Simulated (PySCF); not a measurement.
**Krypton: a sound run and one with changed settings**

Sound run: Kr⁺ [Ar] 3d10 4s2 4p5, Kr²⁺ [Ar] 3d10 4s2 4p4. All numbers are calculated (PySCF 2.14, the non-relativistic Hamiltonian (point nucleus), in def2-SVP (5s4p3d, 32 functions)). In the sound run the correlated levels freeze [Ar] 3d10. The sound run starts from symmetry-adapted Hartree-Fock orbitals and uses a fine grid where one is needed.

A second run was set up differently.

```csv
species,method,sound run (hartree),changed run (hartree),converged
Kr⁺,UHF,-2751.18533,-2722.30230,yes
Kr⁺,r2SCAN,-2752.89889,-2723.70411,yes
Kr⁺,PBE0,-2752.60226,-2723.38773,yes
Kr⁺,MP2,-2751.28583,-2722.30230,yes
Kr²⁺,UHF,-2750.32554,-2721.45462,yes
Kr²⁺,r2SCAN,-2751.99548,-2722.80821,yes
Kr²⁺,PBE0,-2751.70274,-2722.49373,yes
Kr²⁺,MP2,-2750.40495,-2721.45462,yes
```

Ionisation energy of Kr⁺:

| method | sound run (eV) | changed run (eV) |
| --- | --- | --- |
| UHF | 23.396 | 23.067 |
| r2SCAN | 24.583 | 24.379 |
| PBE0 | 24.477 | 24.327 |
| MP2 | 23.970 | 23.067 |
| SCS-MP2 | 23.946 | 23.067 |

(1) What was changed?
A. level shift left on
B. basis contracted for another Hamiltonian
C. minimal basis
D. too few SCF iterations

## Answers

(1) C. It used basis STO-3G. A minimal basis cannot let orbitals breathe on ionisation and holds almost no correlation.
